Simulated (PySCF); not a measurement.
**BiMe2F in a uniform electric field**

BiMe2F, C2H6BiF.
Cartesian coordinates in Å at the PBE0-D3(BJ)/def2-SVP level; atoms count from 1:
```
atom  x, y, z in Å
Bi1   -0.3749   -0.7890    1.1105
C2     1.5797   -0.4652    0.0187
H3     1.8646    0.5964    0.0496
H4     1.3951   -0.7756   -1.0195
H5     2.3768   -1.0822    0.4549
C6    -1.3411    0.9611    0.0526
H7    -2.3621    1.1225    0.4238
H8    -1.3689    0.7102   -1.0170
H9    -0.7387    1.8681    0.2094
F10   -1.0305   -2.1463   -0.2830
```

Level: B3LYP/def2-SVPD (PySCF); nuclei fixed, core orbitals frozen in the response. Permanent dipole (1.168, 2.423, 2.298) D (1 au = 2.5417 D). Static polarisability (au):

```
x   81.47 -5.15 -3.68
y   -5.15 73.78 -6.98
z   -3.68 -6.98 68.55
```

Only the terms in μ and α are kept: μ(F) = μ + αF and ΔE = −μ·F − ½ F·αF.

Task: A field of 0.001 au (0.051 V/Å) is applied along each axis in both senses. Find the induced dipole, the size of the total dipole and the two energy terms.

Result: 
| field along | induced x (D) | induced y (D) | induced z (D) | total size (D) | −μ·F (kJ/mol) | −½F·αF (kJ/mol) |
| --- | --- | --- | --- | --- | --- | --- |
| +x | 0.207 | -0.013 | -0.009 | 3.597 | -1.206 | -0.107 |
| −x | -0.207 | 0.013 | 0.009 | 3.490 | +1.206 | -0.107 |
| +y | -0.013 | 0.188 | -0.018 | 3.654 | -2.503 | -0.097 |
| −y | 0.013 | -0.188 | 0.018 | 3.429 | +2.503 | -0.097 |
| +z | -0.009 | -0.018 | 0.174 | 3.639 | -2.374 | -0.090 |
| −z | 0.009 | 0.018 | -0.174 | 3.443 | +2.374 | -0.090 |

Task: For the field (0.0000, -0.0005, -0.0010) au, what is the induced dipole, and what angle does it make with the field?

Result: αF = (0.016, -0.076, -0.165) D, at 5.3° to the field. The polarisability along this direction, F·αF/F², is 64.01 au, against a mean of 74.60 au.

Task: At what field along the permanent dipole would the induced dipole along it equal the permanent one, in this linear picture?

Result: The polarisability along the dipole is 62.29 au, so F = 1.3919 au / 62.29 au = 0.0223 au = 1.15 V/Å; higher-order terms are ignored.

Task: What field makes μF equal to kT at 400 K?

Result: kT = 1.2667 × 10⁻³ Eh, so F = 0.00091 au = 4.68 MV/cm.

Task: Induction energy −ᾱe²/2R⁴ of a unit charge at 15 Å, the molecule taken as a point?

Result: R = 28.35 bohr, so the energy is −74.6/(2 × 28.35⁴) Eh = -0.152 kJ/mol. The charge–dipole term at its most favourable orientation, −μe/R², is -4.55 kJ/mol.

Isolated species at its PBE0-D3(BJ)/def2-SVP geometry, gas phase. Atoms past krypton carry effective core potentials; spin–orbit coupling is left out.

These values come from a run that also computed excited states and ΔSCF ions. On an x86-64 server with one thread (shared host), this took 32 s wall (grids of density and orbitals included).
